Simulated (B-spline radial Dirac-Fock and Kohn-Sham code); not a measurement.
**Kohn-Sham estimates against Dirac-Fock for the levels of Se⁴⁺**

System: selenium as Se⁴⁺, [Ar] 3d10 4s2.

The density-functional columns are spherical, spin-unpolarised Dirac-Kohn-Sham results without Breit or QED terms: −ε is minus the orbital energy of the initial state and ΔSCF the difference of two total energies. The reference in the last column comes from Dirac-Fock (average of configuration) total-energy differences with a finite nucleus, the Breit interaction including its frequency dependence, and self-energy and vacuum-polarisation corrections. All numbers are from an atomic code on a B-spline grid, in eV; a selection of levels is shown. The Kohn-Sham columns are given as differences from the reference. For the 1s level of heavy atoms much of the gap between ΔSCF and the reference is the Breit and QED part, -27.3 eV here; for other levels the error of the functional can be larger.

```csv
level,PBE −ε − DF,PBE ΔSCF − DF,LDA −ε − DF,LDA ΔSCF − DF,Dirac-Fock
K (1s),-168.3,+46.7,-189.6,+24.7,12721.9
L1 (2s),-65.4,-28.6,-67.7,-30.8,1723.8
L2 (2p1/2),-47.1,-2.3,-47.8,-2.9,1540.3
L3 (2p3/2),-47.9,-4.3,-48.5,-4.8,1499.3
M1 (3s),-32.0,-16.7,-32.8,-17.5,296.9
M2 (3p1/2),-24.7,-9.5,-24.8,-9.6,232.9
M3 (3p3/2),-24.6,-9.6,-24.8,-9.7,227.0
M4 (3d3/2),-12.6,+2.0,-12.3,+2.4,117.5
M5 (3d5/2),-12.7,+1.9,-12.3,+2.3,116.6
N1 (4s),-3.9,+3.0,-3.4,+3.5,65.56
```

For the outermost level NIST gives 68.3 ± 0.1 eV (semi-empirical); the differences from it are PBE −ε -6.59, PBE ΔSCF +0.27, LDA −ε -6.11, LDA ΔSCF +0.77, Dirac-Fock -2.74 eV.

Values without a named source are computed, but for edge energies of neutral atoms, which are taken from tables.
